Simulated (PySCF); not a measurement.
## CaI: from constants to spectrum

UHF-CCSD(T) constants of CaI, ²Σ⁺ (doublet), unpaired electrons σ ↑ (basis Ca def2-TZVPP, I def2-TZVPP with ECP28; scalar-relativistic core potentials; PySCF 2.14; masses 39.9626 and 126.9045 u):

| Quantity | Value |
| --- | --- |
| ωe | 230.4 cm⁻¹ |
| ωexe | 0.657 cm⁻¹ |
| Be | 0.066981 cm⁻¹ |
| αe | 0.000267 cm⁻¹ |
| De to Ca + I | 2.82 eV |

Problem. What force constant and bond length do these constants imply?

Solution. Reduced mass μred = 30.392 u; k = 5.8918×10⁻⁷·μred·ωe² (u, cm⁻¹, mdyn/Å) = 0.951 mdyn/Å; Re = √(16.8576/(μred·Be)) (u, cm⁻¹, Å) = 2.878 Å.

Problem. Estimate the centrifugal constant D from the Kratzer relation and find the Dunham coefficient a1.

Solution. D = 4Be³/ωe² = 2.26e-08 cm⁻¹; a1 = −1 − αeωe/(6Be²) = -3.29.

Correlated steps freeze 9 core orbitals. These are scalar-relativistic numbers at best; spin–orbit coupling would shift them, the dissociation energy most. The state is the lowest determinant that a PBE0 search found; another state may lie lower at other levels.
